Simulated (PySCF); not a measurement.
# Reading the logs of faulty runs: BClGeH3O cation

Calculated results; nothing here was measured. The program is PySCF 2.14.0, an open-source quantum chemistry code, run on an isolated molecule that a program drew, which may never have been made. The molecule is BClGeH3O cation (charge +1, singlet), drawn as the SMILES string `[BH+][O][GeH2][Cl]`.

Each row is a Hartree-Fock (HF) and frozen-core CCSD(T) single point in the cc-pV(D+d)Z basis, meant for a local HF minimum. Run 1 is clean. Each other run has one planted mistake out of seven kinds, and not every kind appears here: one electron removed, one electron added, multiplicity raised by two, geometry at a saddle point, minimal basis STO-3G, one bond length entered in bohr, all coordinates scaled. The reference is restricted for singlets and unrestricted otherwise, and also for a bond in bohr. Adding or removing an electron swaps singlet and doublet. Electrons count all cores. HOMO and LUMO are orbital energies over both spins, the gradient is its largest component, and the lowest frequency (negative if imaginary) is given only where the gradient is small. Bond lengths are over the 6 bonds as drawn. T1 is the CCSD diagnostic: over 0.02 (restricted) or 0.045 (unrestricted) a single reference is doubtful. Germanium has the cc-pVDZ-PP basis, with a core potential (ECP10MDF) in place of its 10 inner electrons, and its 3s, 3p and 3d shells are frozen in CCSD(T).

Geometry of the clean run:
```xyz
7
BClGeH3O cation, angstrom
B    -3.3977    0.5045   -0.6052
O    -2.7519    0.1119    0.3400
Ge   -1.8528   -0.7217    1.8854
Cl   -3.0117   -2.4520    2.1406
H    -4.0184    0.8886   -1.5189
H    -0.5011   -0.9717    1.2769
H    -2.1023    0.3428    2.9172
```

```
run,electrons,basis functions,<S^2>,HOMO (eV),LUMO (eV),gradient (hartree/bohr),lowest frequency (cm^-1),mean bond (Å),longest bond (Å),T1,HF (hartree),CCSD(T) (hartree),mistake
1,64,89,0.000,-17.02,-2.34,1.4e-05,88,1.5762,2.098,0.0158,-854.02229,-854.54592,no fault
2,64,89,0.000,-16.61,-3.48,9.4e-02,-,1.7322,2.306,0.0210,-853.96281,-854.50541,all coordinates scaled
3,64,89,0.000,-17.57,-6.08,2.8e-02,-,1.8687,3.728,0.0200,-853.96009,-854.49345,one bond length entered in bohr
4,65,89,0.761,-3.60,2.12,8.1e-02,-,1.5762,2.098,0.0504,-854.12901,-854.67667,?
```

**Which mistake was planted in run 4, and what did it cost?**

It counts 65 electrons, one more than the clean run, at the same geometry and basis. So the mistake is: one electron added. Subtracting run 1 and multiplying by 627.51 kcal/mol a hartree, the energy moved by -67.0 kcal/mol in HF and -82.0 kcal/mol in CCSD(T).

Cautions from the logs. Run 2: T1 is over the limit, so its CCSD(T) energy is less reliable; run 4: T1 is over the limit, so its CCSD(T) energy is less reliable.
